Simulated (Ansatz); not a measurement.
## One reagent, a row of partners

Four-centre ligand exchange: SiH₄ meets different reagents, and the same bond of it breaks. Each row is one chosen step, not always the lowest open to these reactants.

Gas-phase electronic energies, without zero-point energy, by CCSD(T) at an estimated basis limit (MP2 extrapolated from triple and quadruple zeta, plus CCSD(T) − MP2 in triple zeta); Ansatz 0.2.0, def2-TZVPP and QZVPP, frozen cores, on PBE0-D4/def2-TZVP structures. Extrapolation: Hartree–Fock as exp(−7.88 √X), correlation as X^−2.97. All energies, in kcal/mol, count from the separated reactants, without counterpoise correction; the start and end structures are the complexes reached by relaxing down from the saddle, and deeper ones may exist. Brackets give SMILES, or, where every atom is bracketed, only which atoms are joined. Steps whose reference was doubtful or whose search ended elsewhere are left out.

| reactants | products | broken | formed | start structure | saddle | end structure | saddle by PBE0-D4/TZ |
| --- | --- | --- | --- | --- | --- | --- | --- |
| SiH₄O ([OH][SiH3]) + SiH₄ | Si₂H₆ ([SiH3][SiH3]) + H₂O | H–Si, O–Si | H–O, Si–Si | -0.99 | 61.55 | 17.04 | 52.89 |
| BH₂ClO₂ ([OH][B]([OH])[Cl]) + SiH₄ | BSiH₅O₂ ([OH][B]([OH])[SiH3]) + HCl | B–Cl, H–Si | B–Si, Cl–H | -2.17 | 54.46 | 19.92 | 47.92 |
| SiNH₄Cl ([NH2][SiH2][Cl]) + SiH₄ | Si₂NH₇ ([NH2][SiH2][SiH3]) + HCl | Cl–Si, H–Si | Cl–H, Si–Si | -1.61 | 56.00 | 26.17 | 49.03 |
| SiH₃OF ([OH][SiH2][F]) + SiH₄ | Si₂H₆O ([OH][SiH2][SiH3]) + HF | F–Si, H–Si | F–H, Si–Si | -0.90 | 70.10 | 34.41 | 61.04 |
| SiNH₄F ([NH2][SiH2][F]) + SiH₄ | Si₂NH₇ ([NH2][SiH2][SiH3]) + HF | F–Si, H–Si | F–H, Si–Si | -1.65 | ? | 35.41 | 59.57 |
| SiHF₃ ([F][SiH]([F])[F]) + SiH₄ | Si₂H₄F₂ ([F][SiH]([F])[SiH3]) + HF | F–Si, H–Si | F–H, Si–Si | -1.04 | 74.36 | 36.42 | 65.37 |

Question: Fit a straight line of the saddle against the PBE0-D4 saddle to the 5 complete rows, and use it to predict the missing value.

Answer: Means: x̄ = 55.25, ȳ = 63.29. Σ(x − x̄)(y − ȳ) = 265.6 and Σ(x − x̄)² = 233.9, so the slope is 1.136 (correlation 1.00). For x = 59.57: y = 63.29 + 1.136 × (59.57 − (55.25)) = 68.20 kcal/mol. The calculation gives 68.48 kcal/mol, so the line misses by 0.28 kcal/mol.

Above its own start structure that saddle lies 70.13 kcal/mol.

Question: How do the PBE0-D4 saddles lie against the coupled-cluster estimate?

Answer: All lower, by 6.55 to 9.06 kcal/mol.

T1 diagnostic: at most 0.014.

For scale, one of the runs: CCSD(T)/def2-TZVPP, 269 basis functions, launched by `ansatz run in.yaml --threads 4 --pin off --events-out ev --progress --plain --max-ram 9574MiB`. The run took 2.9 min on 4 CPU threads of an Intel Xeon (shared host), with 6.3 GiB of host memory at its peak.
